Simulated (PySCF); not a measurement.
**Manganese: a sound run and one with changed settings**

Sound run: Mn [Ar] 3d5 4s2, Mn+ [Ar] 3d5 4s1. Computed with PySCF 2.14 in jorge-DZP-DKH (8s6p2d1f, 43 functions), with the spin-free X2C one-electron Hamiltonian (Gaussian nucleus). In the sound run the correlated levels freeze [Ar]. The sound run starts from symmetry-adapted Hartree-Fock orbitals and uses a fine grid where one is needed.

Changed run: initial guess 1e, at most 50 SCF cycles, level shift 0.5 hartree.

```csv
species,method,sound run (hartree),changed run (hartree),converged
Mn,UHF,-1157.14179,-1156.91746,no
Mn,M06-L,-1158.20951,-1158.04954,no
Mn,B3LYP,-1158.30711,-1158.30711,yes
Mn+,UHF,-1156.92310,-1156.92310,yes
Mn+,M06-L,-1157.93689,-1157.93689,yes
Mn+,B3LYP,-1158.03666,-1158.03666,yes
Mn+,MP2,-1156.95863,-1156.95178,yes
```

Ionisation energy of Mn:

```json
{"method": "B3LYP", "sound run (eV)": "7.359", "changed run (eV)": "7.359"}
```

A level shift leaves the converged SCF energy unchanged but raises the virtual orbital energies, which shrinks MP2 if it is not removed.

For comparison, NIST gives 7.434 eV between the lowest levels.
